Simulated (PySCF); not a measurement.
## How the method changes the constants of SnF

State: ²Π (doublet), unpaired electrons π ↑. Set-up: PySCF, scalar-relativistic core potentials, basis sets Sn cc-pVDZ-PP with ECP28, F cc-pVDZ. De refers to Sn + F in their high-spin ground configurations, without counterpoise correction. The functionals are run spin-unrestricted. A positive dipole means Sn(−)F(+).

```tsv
Level	Re (Å)	ωe (cm⁻¹)	De (eV)	μ (D)	CPU s a point (SCF and correlation, without the integrals)
UHF	1.954	622	2.69	-3.11	0.13
UHF-MP2	1.967	613	4.41	n/a	0.17
UHF-SCS-MP2	1.969	609	4.27	n/a	n/a
UHF-CCSD	1.968	609	4.05	n/a	n/a
UHF-CCSD(T)	1.972	603	4.15	n/a	1.9
PBE	1.989	575	5.05	-2.43	0.4
PBEsol	1.975	591	5.30	-2.36	0.29
PW91	1.987	577	5.10	-2.43	0.32
TPSS	1.983	584	4.88	-2.44	0.56
r²SCAN	1.970	598	4.76	-2.53	0.52
PBE0	1.967	603	4.58	-2.68	0.87
ωB97X	1.964	613	4.91	-2.67	0.42
```

The bond length runs from 1.954 Å (UHF) to 1.989 Å (PBE). De spans 2.69 eV (UHF, mean field) to 5.30 eV (PBEsol, GGA). Correlation at CCSD(T) changes the Hartree–Fock bond energy by +1.46 eV; the triples alone change it by +0.10 eV.

Correlated steps freeze 5 core orbitals. Correlated levels converge slowly with the basis: in double zeta they bind strong bonds too weakly, by up to about 1 eV, and carry superposition errors of some tenths. These are scalar-relativistic numbers at best; spin–orbit coupling would shift them, the dissociation energy most. The state is the lowest determinant that a PBE0 search found; another state may lie lower at other levels.

The whole job (state search and all levels along the bond) took about 1.1 min on 1 thread of Intel Xeon Platinum 8488C (shared host), peak memory 0.4 GiB.
